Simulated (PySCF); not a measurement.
What happened in this job?

A core-ionisation job on C2H6SeSi2, SMILES `C#C[SiH2][Se][SiH3]`. Computed with delta-SCF UKS HF, pcX-2 on the ionised atom, pcseg-1 elsewhere, spin-free X2C in PySCF.

Driver input (Å, PBE0-D3(BJ)/def2-SVP geometry):

```
{"job": {"kind": "xps", "xc": "HF"}, "charge": 0, "multiplicity": 1}
C      1.6942    -1.7986     0.4730
C      1.5191    -0.6134     0.2577
Si     1.1763     1.1541    -0.0740
Se    -0.6631     1.3623    -1.4099
Si    -1.9787    -0.0159    -0.1411
H      1.8550    -2.8455     0.6596
H      0.9627     1.8431     1.2306
H      2.3110     1.7761    -0.8099
H     -3.3855     0.3019    -0.5201
H     -1.6929    -1.4520    -0.4211
H     -1.7598     0.2625     1.3096
```

Output:

```
ground state, core basis on atom 0 (C), 152 functions
  cycle   1  E = -3079.68471698  |g| = 4.07e-01
  cycle   2  E = -3079.75143208  |g| = 1.32e-01
  cycle   3  E = -3079.75846239  |g| = 4.61e-02
  cycle   4  E = -3079.75939548  |g| = 1.31e-02
  cycle   5  E = -3079.75944571  |g| = 4.81e-03
  cycle   6  E = -3079.75945419  |g| = 9.45e-04
  cycle   7  E = -3079.75945510  |g| = 3.13e-04
  E(ground) = -3079.75945510 Eh
hole in C 1s of atom 0
  cycle   1  E = -3068.49657097  |g| = 1.49e+00
  cycle   2  E = -3068.73229489  |g| = 9.78e-01
  cycle   3  E = -3069.05099061  |g| = 2.10e-01
  cycle   4  E = -3069.07065317  |g| = 5.88e-02
  cycle   5  E = -3069.07334811  |g| = 2.83e-02
  cycle   6  E = -3069.07569265  |g| = 2.56e-02
  cycle   7  E = -3069.07880833  |g| = 2.34e-02
  cycle   8  E = -3069.08541826  |g| = 1.60e-02
  cycle   9  E = -3069.08615913  |g| = 2.84e-03
  cycle  10  E = -3069.08617722  |g| = 1.47e-03
  cycle  11  E = -3069.08617573  |g| = 1.33e-03
  cycle  12  E = -3069.08618304  |g| = 3.99e-04
  E(ion) = -3069.08618304 Eh   <S^2> = 1.2380   hole on atom = 1.000   binding energy = 290.435 eV
ground state, core basis on atom 1 (C), 152 functions
  cycle   1  E = -3079.76128209  |g| = 2.78e-02
  cycle   2  E = -3079.76136203  |g| = 9.60e-03
  cycle   3  E = -3079.76137860  |g| = 5.93e-03
  cycle   4  E = -3079.76138716  |g| = 3.52e-04
  E(ground) = -3079.76138716 Eh
hole in C 1s of atom 1
  cycle   1  E = -3068.52310282  |g| = 1.49e+00
  cycle   2  E = -3068.73237398  |g| = 9.91e-01
  cycle   3  E = -3069.06598788  |g| = 2.31e-01
  cycle   4  E = -3069.08894795  |g| = 5.13e-02
  cycle   5  E = -3069.09120176  |g| = 2.68e-02
  cycle   6  E = -3069.09344663  |g| = 2.49e-02
  cycle   7  E = -3069.09702999  |g| = 2.27e-02
  cycle   8  E = -3069.10396307  |g| = 1.60e-02
  cycle   9  E = -3069.10404479  |g| = 5.08e-03
  cycle  10  E = -3069.10415802  |g| = 2.51e-03
  cycle  11  E = -3069.10415654  |g| = 2.21e-03
  cycle  12  E = -3069.10417744  |g| = 7.00e-04
  cycle  13  E = -3069.10417968  |g| = 1.09e-04
  E(ion) = -3069.10417968 Eh   <S^2> = 1.2437   hole on atom = 1.000   binding energy = 289.997 eV
ground state, core basis on atom 2 (Si), 163 functions
  cycle   1  E = -3079.82501259  |g| = 7.32e-02
  cycle   2  E = -3079.82522665  |g| = 8.33e-03
  cycle   3  E = -3079.82524057  |g| = 3.25e-03
  cycle   4  E = -3079.82524331  |g| = 1.10e-03
  cycle   5  E = -3079.82524374  |g| = 4.57e-04
  E(ground) = -3079.82524374 Eh
hole in Si 1s of atom 2
  cycle   1  E = -3010.83689302  |g| = 4.32e+00
  cycle   2  E = -3011.72811583  |g| = 1.07e+00
  cycle   3  E = -3011.87552320  |g| = 2.12e-01
  cycle   4  E = -3011.89496233  |g| = 9.41e-02
  cycle   5  E = -3011.89970915  |g| = 1.46e-02
  cycle   6  E = -3011.89987289  |g| = 4.96e-03
  cycle   7  E = -3011.89992688  |g| = 2.28e-03
  cycle   8  E = -3011.89994417  |g| = 1.24e-03
  cycle   9  E = -3011.89995095  |g| = 8.91e-04
  cycle  10  E = -3011.89995560  |g| = 7.45e-04
  cycle  11  E = -3011.89995828  |g| = 7.10e-04
  cycle  12  E = -3011.89996273  |g| = 6.69e-04
  cycle  13  E = -3011.89997458  |g| = 5.63e-04
  cycle  14  E = -3011.89998739  |g| = 4.08e-04
  E(ion) = -3011.89998739 Eh   <S^2> = 0.7598   hole on atom = 1.000   binding energy = 1848.340 eV
hole in Si 2p of atom 2
  cycle   1  E = -3075.55253755  |g| = 1.21e+00
  cycle   2  E = -3075.80419998  |g| = 4.90e-01
  cycle   3  E = -3075.87711618  |g| = 1.18e-01
  cycle   4  E = -3075.88422063  |g| = 3.64e-02
  cycle   5  E = -3075.88507406  |g| = 1.07e-02
  cycle   6  E = -3075.88520732  |g| = 5.06e-03
  cycle   7  E = -3075.88527564  |g| = 2.14e-03
  cycle   8  E = -3075.88528982  |g| = 1.03e-03
  cycle   9  E = -3075.88529375  |g| = 6.70e-04
  cycle  10  E = -3075.88529578  |g| = 5.76e-04
  cycle  11  E = -3075.88529723  |g| = 5.52e-04
  cycle  12  E = -3075.88530024  |g| = 5.17e-04
  cycle  13  E = -3075.88530687  |g| = 4.45e-04
  E(ion) = -3075.88530687 Eh   <S^2> = 0.7621   hole on atom = 1.002   binding energy = 107.211 eV
  2p3/2 = 107.026 eV   2p1/2 = 107.621 eV
ground state, core basis on atom 4 (Si), 163 functions
  cycle   1  E = -3079.82287935  |g| = 7.27e-02
  cycle   2  E = -3079.82307957  |g| = 6.88e-03
  cycle   3  E = -3079.82309072  |g| = 1.82e-03
  cycle   4  E = -3079.82309204  |g| = 7.31e-04
  cycle   5  E = -3079.82309231  |g| = 3.05e-04
  E(ground) = -3079.82309231 Eh
hole in Si 1s of atom 4
  cycle   1  E = -3010.85149214  |g| = 4.32e+00
  cycle   2  E = -3011.77686743  |g| = 1.04e+00
  cycle   3  E = -3011.90576747  |g| = 1.24e-01
  cycle   4  E = -3011.91271201  |g| = 3.57e-02
  cycle   5  E = -3011.91352944  |g| = 7.40e-03
  cycle   6  E = -3011.91361033  |g| = 4.80e-03
  cycle   7  E = -3011.91363952  |g| = 2.31e-03
  cycle   8  E = -3011.91365551  |g| = 1.09e-03
  cycle   9  E = -3011.91365979  |g| = 5.85e-04
  cycle  10  E = -3011.91366117  |g| = 2.13e-04
  E(ion) = -3011.91366117 Eh   <S^2> = 0.7561   hole on atom = 1.000   binding energy = 1847.910 eV
hole in Si 2p of atom 4
  cycle   1  E = -3075.56507742  |g| = 1.20e+00
  cycle   2  E = -3075.84327228  |g| = 4.39e-01
  cycle   3  E = -3075.89340734  |g| = 4.95e-02
  cycle   4  E = -3075.89509844  |g| = 1.98e-02
  cycle   5  E = -3075.89548702  |g| = 8.34e-03
  cycle   6  E = -3075.89562958  |g| = 5.90e-03
  cycle   7  E = -3075.89571336  |g| = 2.90e-03
  cycle   8  E = -3075.89574749  |g| = 1.27e-03
  cycle   9  E = -3075.89575434  |g| = 4.98e-04
  E(ion) = -3075.89575434 Eh   <S^2> = 0.7705   hole on atom = 1.002   binding energy = 106.868 eV
  2p3/2 = 106.655 eV   2p1/2 = 107.249 eV
```

The program numbers atoms from 0. The 2p3/2 and 2p1/2 values come from a spin–orbit splitting computed afterwards; their 2:1 mean is the average over the three 2p orbitals and can differ from the one hole solved.

Task: Do all binding energies of this run deserve the same trust?

Result: No. Every hole passed the driver's convergence checks (|g| < 5e-4, core orbital emptied to over 0.9), but ⟨S²⟩ is 1.244 for C1s on atom 1 and 1.238 for C1s on atom 0, against 0.75 for a pure doublet, so the unrestricted ion state holds higher spin components.

Task: What would you do next?

Result: Recompute such holes with a restricted open-shell or spin-projected scheme and compare; until then these binding energies are doubtful.

On one thread of an Arm Neoverse V1, shared host with 32 logical CPUs at a one-minute load of 27, this took 42 s and 0.73 GiB of memory at its peak.
